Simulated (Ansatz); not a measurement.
Ansatz results at the PBE0-D4/def2-TZVP geometry: HOMO–LUMO gap (PBE/def2-TZVPP) 5.52 eV; size of the dipole moment (ωB97M-V/def2-TZVPP) 1.99 D; HOMO–LUMO gap (PBE0/def2-TZVPP) 7.68 eV.

Q: Which molecule gave them?
A. `C[O][GeH2][SH]`
B. `C#[C][GeH2][Cl]`
C. `[F][Ge]([F])([F])[Cl]`
D. `[Cl][Ge]([Cl])([Cl])[I]`

A: B. The others give `C[O][GeH2][SH]`: 5.54, 0.32, 7.79; `[Cl][Ge]([Cl])([Cl])[I]`: 3.70, 1.00, 5.75; `[F][Ge]([F])([F])[Cl]`: 6.23, 1.24, 8.89.
